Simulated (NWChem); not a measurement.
System: CHClF2OSi; SMILES O=C[Si](F)(F)Cl

The following NWChem deck was run.

```
start job
memory heap 200 mb stack 900 mb global 1100 mb
geometry units angstroms noautosym nocenter noautoz
  O      1.053640    -2.208687    -0.000522
  C     -0.067274    -1.774675     0.001216
  Si    -0.417305     0.108629     0.000075
  F     -1.303906     0.478061     1.288313
  F     -1.303013     0.476691    -1.289165
  Cl     1.293257     1.187637     0.000008
  H     -0.954572    -2.465609     0.003518
end
basis spherical
  * library 6-311g**
end
dft
  xc b3lyp
  iterations 150
end
property
  shielding 6 1 2 3 4 6 7
  efieldgrad
end
task dft property
```

Excerpt of the output:

```
             Northwest Computational Chemistry Package (NWChem) 7.3.0
             --------------------------------------------------------

                             Geometry "geometry" -> ""
                             -------------------------

 Output coordinates in angstroms (scale by  1.889725989 to convert to a.u.)

  No.       Tag          Charge          X              Y              Z
 ---- ---------------- ---------- -------------- -------------- --------------
    1 O                    8.0000     1.05364000    -2.20868700    -0.00052200
    2 C                    6.0000    -0.06727400    -1.77467500     0.00121600
    3 Si                  14.0000    -0.41730500     0.10862900     0.00007500
    4 F                    9.0000    -1.30390600     0.47806100     1.28831300
    5 F                    9.0000    -1.30301300     0.47669100    -1.28916500
    6 Cl                  17.0000     1.29325700     1.18763700     0.00000800
    7 H                    1.0000    -0.95457200    -2.46560900     0.00351800

 Effective nuclear repulsion energy (a.u.)     372.4898975414

                              NWChem Property Module
                              ----------------------

  itol2e modified to match energy
  convergence criterion.

                                 NWChem DFT Module
                                 -----------------

 Summary of "ao basis" -> "ao basis" (spherical)
 ------------------------------------------------------------------------------
       Tag                 Description            Shells   Functions and Types
 ---------------- ------------------------------  ------  ---------------------
 O                          6-311g**                 8       18   4s3p1d
 C                          6-311g**                 8       18   4s3p1d
 Si                         6-311g**                12       26   6s5p1d
 F                          6-311g**                 8       18   4s3p1d
 Cl                         6-311g**                12       26   6s5p1d
 H                          6-311g**                 4        6   3s1p

  itol2e modified to match energy
  convergence criterion.

            General Information
            -------------------
          SCF calculation type: DFT
          Wavefunction type:  closed shell.
          No. of atoms     :     7
          No. of electrons :    64
           Alpha electrons :    32
            Beta electrons :    32
          Charge           :     0
          Spin multiplicity:     1
          Use of symmetry is: off; symmetry adaption is: off
          Maximum number of iterations: 150
          AO basis - number of functions:   130
                     number of shells:    60
          Convergence on energy requested:  1.00D-07
          Convergence on density requested:  1.00D-05
          Convergence on gradient requested:  5.00D-04

              XC Information
              --------------
                         B3LYP Method XC Potential
                     Hartree-Fock (Exact) Exchange  0.200
                        Slater Exchange Functional  0.800 local
                    Becke 1988 Exchange Functional  0.720 non-local
              Lee-Yang-Parr Correlation Functional  0.810
                  VWN I RPA Correlation Functional  0.190 local

             Grid Information
             ----------------
          Grid used for XC integration:  fine
          Radial quadrature: Mura-Knowles
          Angular quadrature: Lebedev.
          Tag              B.-S. Rad. Rad. Pts. Rad. Cut. Ang. Pts.
          ---              ---------- --------- --------- ---------
          O                   0.60       70          10.0       590
          C                   0.70       70          10.0       590
          Si                  1.10      123          10.0       770
          F                   0.50       70          10.0       590
          Cl                  1.00      123          12.0       770
          H                   0.35       60          12.0       590
          Grid pruning is: on
          Number of quadrature shells:   586
          Spatial weights used:  Erf1

      Superposition of Atomic Density Guess
      -------------------------------------

 Sum of atomic energies:       -1060.06848702

[...]

          -----------------------------------------
          Chemical Shielding Tensors (GIAO, in ppm)
          -----------------------------------------

                                NWChem CPHF Module
                                ------------------

  scftype          =     RHF
  nclosed          =       32
  nopen            =        0
  variables        =     3136
  # of vectors     =        3
  tolerance        = 0.10D-03
  level shift      = 0.00D+00
  max iterations   =       50
  max subspace     =       30

 SCF residual:    4.2485122980515004E-005

Iterative solution of linear equations
  No. of variables     3136
  No. of equations        3
  Maximum subspace       30
        Iterations       50
       Convergence  1.0D-04

   iter   nsub   residual    time
   ----  ------  --------  ---------
     1      3    1.08D+00      52.3
     2      6    1.39D-01      60.1
     3      9    6.37D-03      68.0
     4     12    4.81D-04      79.5
     5     15    1.81D-05      92.2

      Atom:    1  O
        Diamagnetic
    412.4022    -11.5821     -0.0352
    -11.5821    388.6643      0.0240
     -0.0352      0.0240    388.3742

        Paramagnetic
  -1915.3928    314.5931      3.3352
    314.5931  -1075.0230      0.3918
      3.3352      0.3918     33.7759

        Total Shielding Tensor
  -1502.9906    303.0110      3.3000
    303.0110   -686.3588      0.4158
      3.3000      0.4158    422.1501

           isotropic =    -589.0664
          anisotropy =   -1521.1180

          Principal Components and Axis System
                 1           2           3
            -1603.1451   -586.2108    422.1566

      1         0.9495      0.3138      0.0019
      2        -0.3138      0.9495      0.0009
      3        -0.0015     -0.0014      1.0000

      Atom:    2  C
        Diamagnetic
    262.3910     -4.8147     -0.0324
     -4.8147    264.7562     -0.0105
     -0.0324     -0.0105    242.2360

        Paramagnetic
   -369.9605    -13.5418      0.4321
    -13.5418   -351.6831      0.2034
      0.4321      0.2034   -152.4436

        Total Shielding Tensor
   -107.5695    -18.3565      0.3996
    -18.3565    -86.9269      0.1928
      0.3996      0.1928     89.7924

           isotropic =     -34.9013
          anisotropy =    -125.1105

          Principal Components and Axis System
                 1           2           3
             -118.3083     89.7933    -76.1890

      1         0.8632      0.0019     -0.5049
      2         0.5049      0.0009      0.8632
      3        -0.0021      1.0000      0.0002

      Atom:    3  Si
        Diamagnetic
    879.6464      1.1451     -0.0016
      1.1451    878.0934      0.0003
     -0.0016      0.0003    876.6567

        Paramagnetic
   -419.0431     25.4410     -0.1320
     25.4410   -514.1505      0.0484
     -0.1320      0.0484   -507.3602

        Total Shielding Tensor
    460.6033     26.5861     -0.1336
     26.5861    363.9428      0.0486
     -0.1336      0.0486    369.2965

           isotropic =     397.9476
          anisotropy =     104.2286

          Principal Components and Axis System
                 1           2           3
              467.4333    369.2969    357.1125

      1         0.9686     -0.0005     -0.2488
      2         0.2488      0.0067      0.9685
      3        -0.0012      1.0000     -0.0066

      Atom:    4  F
        Diamagnetic
    471.2386     -3.9358    -13.9336
     -3.9358    462.8312      5.8058
    -13.9336      5.8058    480.0898

        Paramagnetic
   -129.4587    -14.9609    -20.3605
    -14.9609   -230.6119     -1.3011
    -20.3605     -1.3011   -144.3906

        Total Shielding Tensor
    341.7799    -18.8967    -34.2941
    -18.8967    232.2193      4.5046
    -34.2941      4.5046    335.6992

           isotropic =     303.2328
          anisotropy =     107.9548

          Principal Components and Axis System
                 1           2           3
              375.2027    305.4597    229.0361

      1         0.7430      0.6476      0.1691
      2        -0.1189     -0.1208      0.9855
      3        -0.6586      0.7524      0.0127

      Atom:    5  Cl
        Diamagnetic
   1150.9760      4.5946     -0.0003
      4.5946   1148.3452     -0.0005
     -0.0003     -0.0005   1144.2911

        Paramagnetic
   -189.9129    127.1971      0.0394
    127.1971   -276.7047      0.0007
      0.0394      0.0007   -278.1914

        Total Shielding Tensor
    961.0631    131.7918      0.0390
    131.7918    871.6405      0.0002
      0.0390      0.0002    866.0997

           isotropic =     899.6011
          anisotropy =     233.8804

          Principal Components and Axis System
                 1           2           3
             1055.5213    866.0997    777.1822

      1         0.8128      0.0000     -0.5825
      2         0.5825     -0.0003      0.8128
      3         0.0002      1.0000      0.0003

      Atom:    6  H
        Diamagnetic
     33.4687      8.0719     -0.0315
      8.0719     32.8601     -0.0254
     -0.0315     -0.0254     20.6890

        Paramagnetic
    -17.3513     -7.4938      0.0404
     -7.4938     -7.9495      0.0218
      0.0404      0.0218      0.1801

        Total Shielding Tensor
     16.1174      0.5781      0.0089
      0.5781     24.9106     -0.0036
      0.0089     -0.0036     20.8691

           isotropic =      20.6324
          anisotropy =       6.4741

          Principal Components and Axis System
                 1           2           3
               24.9484     20.8692     16.0796

      1         0.0653      0.0019      0.9979
      2         0.9979      0.0006     -0.0653
      3        -0.0007      1.0000     -0.0019
```

Level: B3LYP/6-311G** (spherical d), GIAO. All runs use the structure optimised with PBE0/def2-SVP. NWChem prints the field gradient with the sign opposite to the second derivative of the potential. The output numbers the shielded atoms by their place in the input's list. The printed shielding anisotropy is the first printed principal value minus the mean of the other two.
